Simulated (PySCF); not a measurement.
TaF₆, SMILES [F][Ta-]([F])([F])([F])([F])[F], charge -1, multiplicity 1. Atoms are numbered in the order given.

```xyz
7

Ta     0.0000     0.0000     0.0000
F      0.0000     1.9329     0.0000
F      0.0000    -1.9329     0.0000
F      0.0000     0.0000    -1.9329
F      1.9329     0.0000     0.0000
F     -1.9329     0.0000     0.0000
F      0.0000     0.0000     1.9329
```
Charge -1, spin multiplicity 1.

Coordinates come from a B3LYP-D3(BJ)/def2-SVPD optimisation. The spin state was assumed, not searched. The isomer is the one that the SMILES or the coordinates give; other isomers of the formula were not compared. The def2 effective core potentials stand for the cores of Ta; spin–orbit coupling is left out.

Computed with ωB97X/def2-SVPD (PySCF).

Mulliken values depend strongly on the basis, most of all with diffuse functions as here. ESP charges are fitted to the potential on shells at 1.4 to 2.0 van der Waals radii. Atomic charges (e):

```
atom  Mulliken  ESP fit
----  --------  -------
Ta1       3.07     1.83
F2       -0.68    -0.47
F3       -0.68    -0.47
F4       -0.68    -0.47
F5       -0.68    -0.47
F6       -0.68    -0.47
F7       -0.68    -0.47
```
